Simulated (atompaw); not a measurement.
u(r) = r·R(r): atom against pseudo-atom (tungsten (W))

Columns: radius, all-electron u(r) and pseudo u(r) of the 6p shell (level -1.77 eV) of tungsten in the configuration [Xe] 4f14 5d4 6s1.5 6p0.5; PBE, scalar-relativistic, PAW (atompaw) scheme, atompaw 4.2.0.5.

```csv
r (bohr),all-electron,pseudo
0.115,-0.0637,0.0009
0.231,0.0034,0.0038
0.346,0.1164,0.0085
0.462,0.0845,0.0152
0.577,-0.0159,0.0238
0.692,-0.1127,0.0344
0.808,-0.1771,0.0470
0.923,-0.2037,0.0614
1.038,-0.1988,0.0777
1.154,-0.1705,0.0961
1.269,-0.1270,0.1160
1.385,-0.0740,0.1378
1.500,-0.0173,0.1609
1.615,0.0403,0.1853
1.731,0.0970,0.2109
1.846,0.1504,0.2370
1.962,0.2005,0.2638
2.077,0.2460,0.2905
2.192,0.2872,0.3169
2.308,0.3244,0.3428
2.423,0.3569,0.3675
2.538,0.3855,0.3909
2.654,0.4104,0.4126
2.769,0.4314,0.4321
2.885,0.4492,0.4493
3.000,0.4637,0.4637
```

(1) How many radial nodes do the two functions have?

(2) Is the pseudo-wave norm-conserving?

Answers

(1) The all-electron 6p function has n − l − 1 = 4 (the table is too coarse to show those close to the nucleus); the pseudo-wave has 0, since the states of the same l below it are removed with the core.

(2) No, it belongs to a PAW set: the norm inside the radius is not constrained, and the difference is carried by the augmentation charge.
